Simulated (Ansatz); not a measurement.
CH$_{6}$AlBSi, SMILES `[CH3][Al]1[BH][SiH2]1`, relaxed with RKS PBE0-D4/def2-TZVP in Ansatz from a PBE-D4/def2-SVP geometry. The force threshold is 0.005 eV/Å; the program also tests the step.

Total charge 0; spin multiplicity 1.

Start:

```xyz
10

C     0.918    0.453   -1.814
Al    0.520    0.021    0.060
B     0.357   -0.415    2.022
Si   -1.442   -0.434    1.504
H     0.753    1.533   -2.016
H     0.278   -0.126   -2.513
H     1.978    0.222   -2.046
H     0.978   -0.590    3.042
H    -1.423   -0.073   -0.033
H    -2.916   -0.590    1.794
```

```tsv
step	energy (eV)	largest force (eV/Å)	largest move (Å)
1	-16276.3413	0.514	0.000
2	-16276.3744	0.146	0.033
3	-16276.3780	0.034	0.016
4	-16276.3784	0.011	0.016
5	-16276.3787	0.008	0.027
6	-16276.3787	0.072	0.071
7	-16276.3791	0.023	0.009
8	-16276.3793	0.002	0.019
9	-16276.3795	0.013	0.047
10 (rejected)	-16276.3795	0.041	0.052
11	-16276.3796	0.016	0.025
12 (rejected)	-16276.3788	0.092	0.088
13	-16276.3797	0.010	0.013
14	-16276.3797	0.004	0.015
15	-16276.3797	0.017	0.026
16	-16276.3797	0.005	0.006
17	-16276.3798	0.002	0.003
18	-16276.3798	0.002	0.009
```

End:

```xyz
10

C     0.914    0.441   -1.801
Al    0.502   -0.011    0.048
B     0.351   -0.484    1.990
Si   -1.432   -0.370    1.503
H     0.504    1.419   -2.066
H     0.493   -0.298   -2.488
H     1.995    0.473   -1.959
H     0.975   -0.720    2.970
H    -1.414   -0.001   -0.011
H    -2.888   -0.449    1.814
```

Hardware: 2 threads of an Arm Neoverse V1 on a shared host. Wall time 80 s, peak host memory 0.39 GiB.
